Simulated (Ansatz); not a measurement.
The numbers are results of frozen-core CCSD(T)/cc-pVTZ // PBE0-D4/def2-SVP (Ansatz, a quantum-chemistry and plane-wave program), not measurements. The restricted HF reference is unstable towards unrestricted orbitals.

Ansatz 0.2 input:
```yaml
crystal:
  periodic: [false, false, false]
  atoms:
    - { symbol: O, position_ang: [-1.625802, -2.089221, 0.140048] }
    - { symbol: C, position_ang: [-0.801055, -1.238657, -0.071832] }
    - { symbol: C, position_ang: [-1.184392, 0.227561, -0.183287] }
    - { symbol: C, position_ang: [-0.098546, 1.173753, 0.190371] }
    - { symbol: C, position_ang: [1.166306, 0.729962, 0.273118] }
    - { symbol: C, position_ang: [1.4359, -0.667822, -0.054303] }
    - { symbol: N, position_ang: [0.553293, -1.580752, -0.247202] }
    - { symbol: H, position_ang: [-2.104088, 0.384676, 0.400857] }
    - { symbol: H, position_ang: [-1.479792, 0.417564, -1.235395] }
    - { symbol: H, position_ang: [-0.346661, 2.225786, 0.362586] }
    - { symbol: H, position_ang: [2.000582, 1.389515, 0.520537] }
    - { symbol: H, position_ang: [2.490243, -0.966328, -0.16516] }
basis:
  gaussian: { orbitals: cc-pVTZ }
correlation:
  method: ccsd_t
```

Output:

```
Functional definition: HF
1642 factors; integrals over basis functions are off by at most 1.0e-3 eV
mean field evaluation 1: about -8746.6686 eV, gradient 4.6e1 eV
mean field evaluation 2: about -8747.1001 eV, gradient 4.7e1 eV
mean field evaluation 4: about -8752.2352 eV, gradient 6.3e0 eV
mean field evaluation 8: about -8752.3866 eV, gradient 7.5e-1 eV
mean field evaluation 16: about -8752.3921 eV, gradient 1.9e-6 eV
mean field -8752.39207065 eV, -321.6444760120 hartree, gradient 1.9e-6 eV, S^2 0.000000; 0 other end points of the search recorded, 0 dependent functions left out; unrestricted orbitals would lower it
7 core orbitals not correlated
reference -8752.39207065 eV, -321.6444760120 hartree; 18, 18 occupied and 255, 255 virtual orbitals, 1642 factors
second order -32.82993327 eV of doubles, -0.00000000 eV of singles
cycle   1  -32.38165308 eV  change    4.5e-1 eV  update   1.4e-1
cycle   2  -33.27325889 eV  change   -8.9e-1 eV  update   4.8e-2
cycle   3  -33.50173319 eV  change   -2.3e-1 eV  update   2.7e-2
cycle   4  -33.49107357 eV  change    1.1e-2 eV  update   8.7e-3
cycle   5  -33.48377140 eV  change    7.3e-3 eV  update   5.4e-3
cycle   6  -33.48830906 eV  change   -4.5e-3 eV  update   2.2e-3
cycle   7  -33.48853082 eV  change   -2.2e-4 eV  update   1.1e-3
cycle   8  -33.48794092 eV  change    5.9e-4 eV  update   4.3e-4
cycle   9  -33.48803749 eV  change   -9.7e-5 eV  update   1.7e-4
cycle  10  -33.48823323 eV  change   -2.0e-4 eV  update   8.8e-5
cycle  11  -33.48807880 eV  change    1.5e-4 eV  update   5.4e-5
cycle  12  -33.48813020 eV  change   -5.1e-5 eV  update   3.1e-5
cycle  13  -33.48812179 eV  change    8.4e-6 eV  update   1.4e-5
perturbative correction -1.69773494 eV, -0.0623906084 hartree
Total energy: -8787.57792739 eV, -322.9375323973 hartree
```

Cost: around 28 core-minutes (rough).
